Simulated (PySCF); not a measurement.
# Pt: electron affinity

Pt- [Xe] 4f14 5d9 6s2 (2D) → Pt [Xe] 4f14 5d9 6s1 (3D), as a difference of total energies. All numbers are calculated (PySCF 2.14, scalar relativity through the core potential, in aug-cc-pVTZ-PP with ECP60MDF (6s6p5d3f2g, 88 functions)). Correlated levels: valence: 5s2 5p6 frozen. The calculations carry no spin-orbit coupling.

```json
{"method": "UHF", "electron affinity (eV)": "0.421", "difference from reference (eV)": "-1.704"}
{"method": "LDA", "electron affinity (eV)": "2.412", "difference from reference (eV)": "+0.287"}
{"method": "PBE", "electron affinity (eV)": "2.101", "difference from reference (eV)": "-0.024"}
{"method": "PBE0", "electron affinity (eV)": "1.810", "difference from reference (eV)": "-0.315"}
{"method": "r2SCAN", "electron affinity (eV)": "1.984", "difference from reference (eV)": "-0.141"}
{"method": "B97-3", "electron affinity (eV)": "1.783", "difference from reference (eV)": "-0.342"}
{"method": "LC-wPBE", "electron affinity (eV)": "1.444", "difference from reference (eV)": "-0.681"}
{"method": "BP86", "electron affinity (eV)": "2.268", "difference from reference (eV)": "+0.143"}
{"method": "wB97M-V", "electron affinity (eV)": "1.644", "difference from reference (eV)": "-0.481"}
{"method": "MP2 (valence)", "electron affinity (eV)": "1.913", "difference from reference (eV)": "-0.212"}
{"method": "SCS-MP2 (valence)", "electron affinity (eV)": "1.928", "difference from reference (eV)": "-0.197"}
```

Reference: 2.125 eV (measured; photodetachment measurements, as compiled on the Wikipedia data page of electron affinities).

The reference lies between the lowest fine-structure levels, while these numbers refer to the centres of the terms.

Errors of the correlated levels include the incompleteness of this basis and the frozen core.

In the anion the highest occupied orbital energy is positive at LDA, PBE, PBE0, r2SCAN, B97-3, BP86, a self-interaction effect; the basis confines that electron, and the energy difference can still be sensible.
